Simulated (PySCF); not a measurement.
## `C[C@@H]1[C@@H](F)[C@@H]1[Si@@H](C)Cl`, C5H10ClFSi

Cartesian coordinates in Å; atom numbers follow the order of the lines, from 1:
```xyz
18

C    -2.284    0.661    0.237
C    -1.520   -0.360   -0.565
C    -0.838   -1.497    0.110
F    -0.872   -2.728   -0.482
C    -0.007   -0.429   -0.535
Si    1.087    0.706    0.504
C     2.900    0.221    0.226
Cl    0.804    2.621   -0.090
H    -3.320    0.349    0.353
H    -2.269    1.624   -0.268
H    -1.845    0.784    1.224
H    -1.976   -0.592   -1.521
H    -0.866   -1.608    1.187
H     0.431   -0.740   -1.477
H     0.735    0.629    1.926
H     3.079   -0.814    0.499
H     3.566    0.839    0.819
H     3.187    0.341   -0.816
```

Method: PySCF 2.14.0, TDDFT CAM-B3LYP/def2-SVPD circular dichroism and optical rotation, one conformer, gas phase. Geometry: GFN2-xTB.

The molecule is flexible and this is one conformer; a measurement averages over conformers.

**Question.** Draw the ECD and absorption spectra from the lowest 16 states, each a Gaussian of half-width 0.35 eV at 1/e height.

**Answer.** 
| E (eV) | λ (nm) | Δε (L mol⁻¹ cm⁻¹) | ε (L mol⁻¹ cm⁻¹) |
| --- | --- | --- | --- |
| 7.01 | 177 | -0.65 | 34.7 |
| 7.11 | 174 | -1.35 | 75.7 |
| 7.21 | 172 | -2.31 | 146 |
| 7.31 | 170 | -3.22 | 258 |
| 7.41 | 167 | -3.39 | 431 |
| 7.51 | 165 | -1.92 | 708 |
| 7.61 | 163 | +1.77 | 1150 |
| 7.71 | 161 | +7.09 | 1830 |
| 7.81 | 159 | +11.58 | 2770 |
| 7.91 | 157 | +11.10 | 3950 |
| 8.01 | 155 | +1.63 | 5270 |
| 8.11 | 153 | -17.83 | 6570 |
| 8.21 | 151 | -43.39 | 7680 |
| 8.31 | 149 | -67.35 | 8480 |
| 8.41 | 147 | -81.65 | 8950 |
| 8.51 | 146 | -81.31 | 9190 |
| 8.61 | 144 | -65.84 | 9320 |
| 8.71 | 142 | -39.03 | 9340 |
| 8.81 | 141 | -7.85 | 9090 |

Δε uses R in velocity form, ε uses f in length form. Only the states computed contribute, so the short-wavelength end is incomplete.
